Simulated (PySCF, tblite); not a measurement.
Parent: `[CH2:1]1[CH2:2][PH:3][CH2:4][CH2:5][O:6]1` with O6–C1–C2–P3 61°, C1–C2–P3–C4 -48°, C2–P3–C4–C5 47°, P3–C4–C5–O6 -61°, C4H9OP.

Structures optimised with GFN2-xTB, isolated species. One conformer each, not checked by frequencies here.

| coordinate of the parent | value |
| --- | --- |
| C1–C2 | 1.528 Å |
| C2–P3 | 1.861 Å |
| P3–C4 | 1.861 Å |
| C4–C5 | 1.528 Å |
| C5–O6 | 1.406 Å |
| C1–O6 | 1.406 Å |
| C2–C1–O6 | 113.7° |
| C1–C2–P3 | 112.8° |
| C2–P3–C4 | 95.3° |
| P3–C4–C5 | 112.8° |
| C4–C5–O6 | 113.7° |
| C1–O6–C5 | 113.1° |

Problem. How does the shared frame change in `[O:1]=[PH:2]1[CH2:3][CH2:4][O:5][CH2:6][CH2:7]1` with O1–P2–C3–C4 69°, P2–C3–C4–O5 63°, C3–C4–O5–C6 -70°, C4–O5–C6–C7 70°, C4H9O2P? Atoms pair as C1 = C4, C2 = C3, P3 = P2, C4 = C7, C5 = C6, O6 = O5 (parent first).

Solution. 
```csv
parent,relative,value in the relative,change
C1–C2,C4–C3,1.531 Å,+0.003
C2–P3,C3–P2,1.832 Å,-0.029
P3–C4,P2–C7,1.832 Å,-0.029
C4–C5,C7–C6,1.531 Å,+0.003
C5–O6,C6–O5,1.407 Å,+0.001
C1–O6,C4–O5,1.407 Å,+0.001
C2–C1–O6,C3–C4–O5,112.8°,-0.9
C1–C2–P3,C4–C3–P2,105.5°,-7.3
C2–P3–C4,C3–P2–C7,100.9°,+5.6
P3–C4–C5,P2–C7–C6,105.4°,-7.4
C4–C5–O6,C7–C6–O5,112.8°,-0.9
C1–O6–C5,C4–O5–C6,113.7°,+0.6
```

Of the parent's bonds, C2–P3 and P3–C4 change most and about equally (-0.029 Å). Bonds of the relative outside the shared frame: O1=P2 1.464 Å. Point group Cs → Cs.

The numbers are calculated, not measured.
